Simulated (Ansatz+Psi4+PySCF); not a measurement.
quintet CrO: levels of theory in one basis

```yaml
atoms:
  - { symbol: Cr, position_ang: [0.0000, 0.0000, 0.0000] }
  - { symbol: O, position_ang: [-0.8789, -0.8111, -1.0852] }
```

Basis set: cc-pVTZ (spherical functions). Left uncorrelated: 10 orbitals. Correlation on ROHF uses semicanonical orbitals with singles. Charge 0, multiplicity 5.

Computed with Ansatz (development build ahead of 0.2.0) and PySCF 2.14.0; each method stands on the lowest determinant of its kind that the runs found.

```tsv
method	E − E(ROHF) (eV)	<S²> of the determinant
ROHF	0.00	6.00
UHF	-1.74	6.87
ROHF-MP2	-11.78	–
UHF-MP2	-10.17	6.87
ROHF-CCSD	-11.52	–
UHF-CCSD	-11.65	6.87
UHF-CCSD(T)	-12.31	6.87
```

**Question.** What does ROHF-CCSD(T) give on the same scale?

**Answer.** -12.46 eV.

**Question.** Is a single determinant a sound starting point here?

**Answer.** It is doubtful. Unrestricted orbitals lower Hartree–Fock by 1.74 eV and <S²> is 6.87 where a pure state has 6.00, a sign of strong static correlation.

Caution: another spin multiplicity may lie lower. Caution for ROHF, ROHF-MP2, ROHF-CCSD, ROHF-CCSD(T): an unrestricted determinant lies well below. Caution for UHF, UHF-MP2, UHF-CCSD, UHF-CCSD(T): the unrestricted determinant is a mixture of spin states; the determinant may break the point group. Caution for ROHF-MP2, UHF-MP2, ROHF-CCSD, UHF-CCSD, ROHF-CCSD(T), UHF-CCSD(T): large amplitudes, a single reference is doubtful. Caution for UHF-CCSD, UHF-CCSD(T): the program doubts this total. Caution for UHF-CCSD(T): another reference gives a lower total.
